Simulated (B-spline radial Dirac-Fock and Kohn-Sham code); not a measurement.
## Kohn-Sham estimates against Dirac-Fock for the levels of Fe⁶⁺

System: Fe⁶⁺, configuration [Ar] 3d2.

The density-functional columns are spherical, spin-unpolarised Dirac-Kohn-Sham results without Breit or QED terms: −ε is minus the orbital energy of the initial state and ΔSCF the difference of two total energies. The reference in the last column comes from relaxed Dirac-Fock hole states (ΔSCF) with Breit and QED corrections and a finite nucleus. All numbers are from an atomic code on a B-spline grid, in eV; a selection of levels is shown. The Kohn-Sham columns are given as differences from the reference. For the 1s level of heavy atoms much of the gap between ΔSCF and the reference is the Breit and QED part, -11.4 eV here; for other levels the error of the functional can be larger.

| level | LDA −ε − DF | LDA ΔSCF − DF | PBE −ε − DF | PBE ΔSCF − DF | Dirac-Fock |
| --- | --- | --- | --- | --- | --- |
| 1s | -152.7 | +10.8 | -137.2 | +26.8 | 7249.7 |
| 2s | -54.6 | -21.6 | -52.9 | -20.0 | 990.5 |
| 2p1/2 | -38.6 | -0.5 | -38.2 | -0.1 | 862.8 |
| 2p3/2 | -38.9 | -1.2 | -38.5 | -0.9 | 850.6 |
| 3s | -21.1 | -7.6 | -20.6 | -7.1 | 221.6 |
| 3p1/2 | -13.0 | +0.3 | -12.9 | +0.4 | 180.0 |
| 3p3/2 | -13.0 | +0.2 | -12.9 | +0.3 | 178.2 |
| 3d | -11.6 | +1.5 | -11.9 | +1.2 | 122.2 |

Values without a named source are computed, but for edge energies of neutral atoms, which are taken from tables.
